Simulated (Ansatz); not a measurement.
Wavefunction ladder for `OC(O)[SiH3]`

Z-matrix (Å, degrees):
```
C
O 1 1.409
Si 1 1.910 2 112.0
O 1 1.404 2 112.1 3 -120.7
H 1 1.098 2 104.0 3 119.4
H 2 0.963 1 108.1 3 57.2
H 3 1.489 1 107.3 2 -54.7
H 3 1.484 1 111.7 2 -175.5
H 3 1.485 1 108.7 2 63.3
H 4 0.964 1 108.2 2 -60.5
```

Total charge 0; spin multiplicity 1. The geometry is a stationary point of PBE0-D4/def2-TZVP. It is one conformer, not always the lowest. Frozen core, restricted reference, Ansatz. CBS rows extrapolate triple and quadruple zeta; past MP2 they add the triple-zeta difference.

| basis | HF (Eh) | MP2 corr. |
| --- | --- | --- |
| def2-SVP | -479.75664 | -0.61543 |
| def2-TZVPP | -480.09285 | -0.78237 |
| def2-QZVPP | -480.11098 | -0.84247 |

Q: Estimate the CCSD correlation energy and the (T) correction in each basis where they were run (hartree).

A: 
```csv
basis,CCSD corr.,(T)
def2-SVP,-0.65910,-0.01584
def2-TZVPP,-0.81707,-0.02946
CBS(def2),-0.92169,as TZ
```
